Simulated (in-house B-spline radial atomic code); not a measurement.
## Ionising Sb V (Sb4+) with different functionals

Computed with a B-spline radial code for spherical atoms: scalar-relativistic (spin-free X2C) Hamiltonian, Fermi nucleus of rms radius 4.6802 fm, spin-polarised at highest spin, spherical fractional occupations for the functionals, and exact exchange of hybrids averaged over the configuration. The ionisation energy is the difference of two self-consistent energies, [Kr] 4d10 5s1 → [Kr] 4d10, without Breit or QED terms; ε is the level of the shell that loses the electron (its least bound occupied spin orbital). There is no spin-orbit coupling in this Hamiltonian.

| method | rung | ΔSCF (eV) | -ε(5s) (eV) |
| --- | --- | --- | --- |
| PBE0 | global hybrid | 55.28 | 51.34 |
| B3LYP | global hybrid | 55.77 | 51.41 |
| TPSSh | global hybrid | 55.08 | 50.47 |
| BHandHLYP | global hybrid | 55.17 | 52.44 |
| r2SCAN0 | global hybrid | 54.96 | 51.52 |
| B97-1 | global hybrid | 55.07 | 50.86 |
| HSE06 | range-separated hybrid | 55.33 | 51.00 |
| wB97X | range-separated hybrid | ? | ? |
| CAM-B3LYP | range-separated hybrid | 55.70 | 53.05 |
| LC-wPBE | range-separated hybrid | ? | ? |

**Question.** What does wB97X give?

**Answer.** ΔSCF 54.60 eV, and -ε(5s) = 53.51 eV.

**Question.** What does LC-wPBE give?

**Answer.** ΔSCF 55.21 eV, and -ε(5s) = 54.22 eV.

**Question.** Among the functionals, which spreads more, the ΔSCF values or the orbital energies?

**Answer.** The orbital energies: ΔSCF values span about 1.17 eV and the orbital energies 3.75 eV.

**Question.** How do they compare with the NIST value?

**Answer.** NIST lists 55.0 eV ± 0.1 (semi-empirical, ground level to ground level). Errors run from -0.40 to +0.77 eV; r2SCAN0 is closest (-0.04 eV), though others lie within the uncertainty of it, and part of that can be cancellation, since the calculations leave out Breit-QED terms.
